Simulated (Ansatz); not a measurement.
The same hydrogen abstraction along the group O, S, Se.

Gas-phase electronic energies from Ansatz, PBE0-D4/def2-TZVP geometries. CBS: MP2 limit from def2 TZ/QZ plus the TZ coupled-cluster correction, frozen cores. This one scheme is used for every species, atoms too. Functionals use def2-TZVPP. Open shells (•) are unrestricted, without spin–orbit coupling. Spin–orbit coupling would lower the free atoms: a little for Cl. For Ge, Se outer-core shells are correlated without core-valence functions, so the limit isn't a true one: a few kJ/mol of doubt a bond, and 10 to 20 or more in all where bonds break to atoms. Scalar relativity is left out up to krypton.

| reaction | CCSD(T)/CBS(def2) (kJ/mol) |
| --- | --- |
| `[OH][GeH3]` + Cl• → `[O][GeH3]`• + HCl | 72 |
| `[SH][GeH3]` + Cl• → `[S][GeH3]`• + HCl | ? |
| `[GeH3][SeH]` + Cl• → `[GeH3][Se]`• + HCl | -90 |

(1) Fill in the missing values. (An estimate is asked.)

Largest T1 diagnostic: 0.015, for `[O][GeH3]`•.

## Answers

(1) Computed: `[SH][GeH3]` + Cl• → `[S][GeH3]`• + HCl: -53.4 kJ/mol.
